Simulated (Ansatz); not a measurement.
Mulliken charges of C2H3Cl3OTi, SMILES `C=C[O][Ti]([Cl])([Cl])[Cl]` from PBE/def2-TZVPP in Ansatz (PBE0-D4/def2-TZVP geometry).

| atom | x (Å) | y (Å) | z (Å) | charge (e) |
| --- | --- | --- | --- | --- |
| C1 | -0.695 | -0.701 | -1.869 | -0.185 |
| C2 | 0.279 | -0.816 | -0.979 | 0.025 |
| O3 | 0.311 | -0.113 | 0.165 | -0.425 |
| Ti4 | 0.300 | 0.825 | 1.630 | 0.829 |
| Cl5 | 0.269 | 2.938 | 1.093 | -0.189 |
| Cl6 | -1.494 | 0.314 | 2.760 | -0.189 |
| Cl7 | 2.090 | 0.356 | 2.787 | -0.191 |
| H8 | -0.662 | -1.295 | -2.772 | 0.106 |
| H9 | -1.526 | -0.025 | -1.717 | 0.105 |
| H10 | 1.128 | -1.483 | -1.099 | 0.115 |

Task: By hand: the dipole of these point charges (1 e Å = 4.8032 D).

Result: Σ q r = (-0.016, -0.152, -0.259) e Å, of length 0.301 e Å = 1.45 D.

Task: How does the dipole of the full density compare? (Estimate.)

Result: Ansatz gave: (-0.015, -0.316, -0.515) e Å, 2.90 D; the point charges give 0.50 times that, at 2° from its direction.

Point charges leave out the atoms' own dipoles, such as those of lone pairs, and Mulliken's split depends on the basis, so the two needn't agree.
